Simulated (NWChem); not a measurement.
# CCl2InNO; SMILES O=C=[N][In]([Cl])[Cl]

```xyz
6

In     0.0298    -0.2734     0.0000
Cl     1.4658    -2.0877     0.0000
Cl    -2.2695    -0.5907     0.0000
N      0.8146     1.5783     0.0000
C      0.5624     2.7605     0.0000
O      0.3904     3.9149     0.0000
```
Atoms are numbered in this order, from 1.

Program: NWChem. The geometry was optimised at PBE0/def2-SVP (def2 core potentials past Kr). Not confirmed as a minimum by frequencies.

Q: Estimate the computed values for PBE/STO-3G (all-electron, non-relativistic). Quantities: highest occupied level (eV); orbital gap (eV); dipole (D).

A: 
```yaml
highest occupied level (eV): -4.15
orbital gap (eV): 4.07
dipole (D): 0.53
```
